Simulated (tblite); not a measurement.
Compound: C6H7O (charge -1).
SMILES with atom numbers: `[C-:1]#[C:2]/[CH:3]=[C:4](/[CH3:5])[O:6][CH3:7]` (hydrogens: H8 on C3; H9, H10, H11 on C5; H12, H13, H14 on C7)
Bond orders are those of one Lewis drawing.

Computed with GFN2-xTB (tblite), gas phase: Langevin dynamics at 300 K from the optimised GFN2-xTB geometry, time step 0.5 fs, friction 0.01 fs⁻¹, 2000 steps. The instantaneous temperature is 2·E(kin)/(3Nk) with all 3N coordinates.

```csv
t (fs),T (K),E(pot) above start (eV),C1≡C2 (Å),C2–C3 (Å),C3=C4 (Å),C4–C5 (Å),C4–O6 (Å),C3–H8 (Å),C3–C4–O6–C7 (°)
0,232,0.000,1.243,1.411,1.347,1.507,1.418,1.099,36
25,116,0.296,1.257,1.408,1.375,1.481,1.464,1.086,31
50,176,0.289,1.222,1.426,1.370,1.484,1.467,1.075,48
75,140,0.434,1.259,1.380,1.337,1.526,1.413,1.082,50
100,153,0.319,1.229,1.444,1.338,1.560,1.428,1.129,44
125,280,0.278,1.268,1.381,1.344,1.490,1.407,1.160,33
150,161,0.418,1.213,1.419,1.385,1.505,1.463,1.154,50
175,238,0.316,1.275,1.370,1.357,1.483,1.429,1.132,40
200,204,0.416,1.214,1.442,1.344,1.489,1.430,1.107,30
225,351,0.418,1.271,1.422,1.345,1.509,1.425,1.083,35
250,230,0.644,1.236,1.411,1.343,1.530,1.411,1.056,26
275,389,0.321,1.263,1.406,1.362,1.541,1.413,1.072,17
300,284,0.365,1.224,1.417,1.340,1.500,1.411,1.094,11
325,259,0.356,1.274,1.448,1.344,1.536,1.424,1.107,19
350,245,0.612,1.219,1.390,1.330,1.495,1.447,1.131,33
375,388,0.436,1.278,1.422,1.347,1.556,1.429,1.113,17
400,247,0.634,1.226,1.455,1.370,1.509,1.417,1.084,14
425,360,0.344,1.265,1.380,1.350,1.536,1.461,1.086,38
450,407,0.388,1.219,1.427,1.311,1.554,1.395,1.098,32
475,286,0.587,1.264,1.423,1.328,1.524,1.378,1.090,31
500,316,0.562,1.232,1.470,1.395,1.527,1.384,1.109,34
525,248,0.632,1.263,1.391,1.382,1.451,1.373,1.106,35
550,275,0.643,1.213,1.416,1.358,1.478,1.445,1.118,26
575,320,0.611,1.288,1.403,1.329,1.496,1.452,1.091,25
600,336,0.420,1.221,1.470,1.331,1.554,1.402,1.084,29
625,268,0.494,1.257,1.416,1.362,1.561,1.362,1.107,42
650,303,0.309,1.251,1.408,1.361,1.499,1.384,1.086,34
675,212,0.416,1.221,1.403,1.359,1.502,1.487,1.093,38
700,204,0.324,1.257,1.357,1.330,1.514,1.412,1.126,36
725,260,0.358,1.240,1.430,1.364,1.496,1.409,1.111,34
750,237,0.567,1.270,1.421,1.367,1.482,1.436,1.119,31
775,139,0.561,1.224,1.433,1.353,1.527,1.401,1.144,37
800,242,0.465,1.271,1.400,1.341,1.521,1.427,1.154,44
825,308,0.263,1.218,1.412,1.368,1.515,1.413,1.152,39
850,174,0.380,1.270,1.409,1.366,1.487,1.411,1.148,28
875,215,0.308,1.229,1.408,1.367,1.512,1.383,1.107,39
900,221,0.424,1.267,1.430,1.337,1.529,1.408,1.064,49
925,237,0.365,1.242,1.412,1.340,1.505,1.424,1.049,38
950,382,0.343,1.268,1.417,1.391,1.498,1.431,1.093,34
975,251,0.491,1.231,1.405,1.347,1.450,1.442,1.089,51
1000,316,0.339,1.273,1.461,1.348,1.512,1.442,1.119,50
```

Q: From 500 fs on, how do temperature and potential energy compare with equipartition?

A: The mean temperature of these 21 frames is 260 K against the target 300 K, and the mean potential energy 0.44 eV against 36 × kT/2 = 0.47 eV for 36 classical harmonic modes. For 14 atoms in a canonical ensemble the temperature itself scatters by T·√(2/(3N)) = 65 K; here its standard deviation is 57 K. The whole run lasts only 10 friction times of 100 fs, so these averages carry a wide statistical error.

Q: What are the kinetic and total energies of the listed frame with the highest potential energy?

A: The one at 250 fs, 0.644 eV above the start. Its kinetic energy is 3NkT/2 = 0.417 eV at 230 K, so the sum is 1.06 eV; over the listed frames the sum runs from 0.42 to 1.19 eV, since the thermostat adds and removes energy.

Q: How much do the listed bonds fluctuate from 500 fs on?

A: 
| bond | at the start (Å) | mean (Å) | standard deviation (Å) |
| --- | --- | --- | --- |
| C1≡C2 | 1.243 | 1.248 | 0.022 |
| C2–C3 | 1.411 | 1.418 | 0.025 |
| C3=C4 | 1.347 | 1.357 | 0.018 |
| C4–C5 | 1.507 | 1.505 | 0.027 |
| C4–O6 | 1.418 | 1.416 | 0.029 |
| C3–H8 | 1.099 | 1.108 | 0.027 |

The motion is classical and holds no zero-point motion.

What follows is the cost of the whole dynamics run. Time: 5.2 s wall; peak memory 0.18 GiB. Hardware: one thread, AMD EPYC 9R45 (x86_64), no GPU, shared host.
